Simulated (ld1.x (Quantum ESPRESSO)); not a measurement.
Configuration tests for Ag (Z = 47) (RRKJ)

```
Element                 : silver (Ag)
Generator               : ld1.x (Quantum ESPRESSO) 7.5
Type                    : norm-conserving RRKJ (Kleinman–Bylander form)
Functional              : PBE
Relativity              : scalar-relativistic
Frozen core             : [Ar] 3d10
Valence charge          : 19
Reference configuration : 4s2 4p6 4d8 5s0 5p0 (charge +3)
Partial waves           : 4p (bound): rc 1.45 bohr; 4d (bound): rc 1.45 bohr; 4s (bound): rc 0.95 bohr
Local potential         : the s channel
Core correction         : Bessel-smoothed model core inside 0.60 bohr
rho0                    : 0.005
```

Energies are relative to the spin-unpolarised reference configuration 4s2 4p6 4d8 5s0 5p0; without spin polarisation the order of configurations can differ from experiment.

```tsv
valence configuration	charge	ΔE all-electron (eV)	error AE − PS (meV)
4s2 4p6 4d10 5s1 5p0	0	-66.064	+93
4s2 4p6 4d10 5s0 5p0	+1	-58.307	+18
4s2 4p6 4d9 5s0 5p0	+2	-36.193	+9.0
4s2 4p6 4d9 5s1 5p1	0	-57.492	+190
4s2 4p6 4d10 5s0.5 5p0	+0.5	-63.048	+61
4s2 4p6 4d7 5s0 5p0	+4	51.716	+5.3
4s2 4p6 4d10 5s0 5p1	0	-62.198	+62
```

Levels in the configuration 4s2 4p6 4d10 5s0.5 5p0:

```
level  all-electron (eV)  pseudo (eV)
   4s            -98.980      -98.985
   4p            -62.511      -62.502
   4d            -11.368      -11.350
   5s             -7.715       -7.788
```
